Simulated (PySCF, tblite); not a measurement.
Isomers of C3H8F2Si2, one GFN2-xTB conformer each. Single-point energies are computed at PBE0/pcSseg-1 (PySCF, gas phase, no added dispersion term), electronic only.

```csv
SMILES,GFN2-xTB relative energy (kcal/mol)
F[C@@H]1C[SiH2][Si@H](F)C1,0.0
FC(F)C1[SiH2]C[SiH2]1,49.7
FC(F)[SiH]1C[SiH2]C1,62.6
```

Conformers: `[F:1][C@@H:2]1[CH2:3][SiH2:4][Si@H:5]([F:6])[CH2:7]1` with F1–C2–C3–Si4 -65°, C2–C3–Si4–Si5 -32°, C3–Si4–Si5–F6 120°, Si4–Si5–C7–C2 19°; `[F:1][CH:2]([F:3])[CH:4]1[SiH2:5][CH2:6][SiH2:7]1` with F1–C2–C4–Si5 52°; `[F:1][CH:2]([F:3])[SiH:4]1[CH2:5][SiH2:6][CH2:7]1` with F1–C2–Si4–C5 42°.

What does PBE0/pcSseg-1 give for the same structures?

```json
{"SMILES": "F[C@@H]1C[SiH2][Si@H](F)C1", "PBE0/pcSseg-1 E (Eh)": "-897.23922", "PBE0/pcSseg-1 (kcal/mol)": "0.0", "GFN2-xTB (kcal/mol)": "0.0", "point group": "C1"}
{"SMILES": "FC(F)C1[SiH2]C[SiH2]1", "PBE0/pcSseg-1 E (Eh)": "-897.17656", "PBE0/pcSseg-1 (kcal/mol)": "39.3", "GFN2-xTB (kcal/mol)": "49.7", "point group": "C1"}
{"SMILES": "FC(F)[SiH]1C[SiH2]C1", "PBE0/pcSseg-1 E (Eh)": "-897.17192", "PBE0/pcSseg-1 (kcal/mol)": "42.2", "GFN2-xTB (kcal/mol)": "62.6", "point group": "C1"}
```

Both levels put the same isomer lowest; measured from each level's own lowest isomer, the values differ by up to 20.4 kcal/mol (FC(F)[SiH]1C[SiH2]C1: 62.6 against 42.2). As drawn, the lowest has an Si–F bond and an Si–Si bond, which the highest lacks; the highest has a four-membered ring and two fluorines on one carbon, which the lowest lacks.

Which frontier levels, dipoles and rotational constants go with these structures?

| SMILES | HOMO (eV, PBE0/pcSseg-1) | LUMO (eV) | dipole (D) | A, B, C (MHz) |
| --- | --- | --- | --- | --- |
| F[C@@H]1C[SiH2][Si@H](F)C1 | -7.96 | -0.63 | 3.18 | 2229, 1604, 1232 |
| FC(F)C1[SiH2]C[SiH2]1 | -8.21 | -0.30 | 2.23 | 2631, 1382, 1119 |
| FC(F)[SiH]1C[SiH2]C1 | -7.94 | -0.17 | 2.19 | 3219, 1079, 1039 |

What happens when harmonic zero-point energies from GFN2-xTB frequencies are added?

| SMILES | ZPE (kcal/mol) | electronic (kcal/mol) | with ZPE (kcal/mol) |
| --- | --- | --- | --- |
| F[C@@H]1C[SiH2][Si@H](F)C1 | 63.9 | 0.0 | 0.0 |
| FC(F)C1[SiH2]C[SiH2]1 | 61.1 | 39.3 | 36.5 |
| FC(F)[SiH]1C[SiH2]C1 | 61.9 | 42.2 | 40.2 |

The zero-point energies span 2.8 kcal/mol. The order is unchanged.
